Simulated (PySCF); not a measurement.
Level of theory: PySCF with PBE0-D3(BJ)/def2-TZVP. All species are isolated molecules in the gas phase. One relaxed conformer stands for a flexible species; it need not be the lowest. 

Reference species (SMILES): `CCC(=C)C` (C–C–C–C torsion 117°) (neutral, multiplicity 1).

The HOMO–LUMO gap comes out as 7.55 eV and the HOMO is -7.03 eV.

Changed species: `CC/C=C\C` (C–C–C–C torsion 118°).

Give the shifts of the HOMO–LUMO gap and HOMO.

the HOMO–LUMO gap increases by 0.05 eV, to 7.60 eV; the HOMO rises by 0.12 eV, to -6.91 eV.
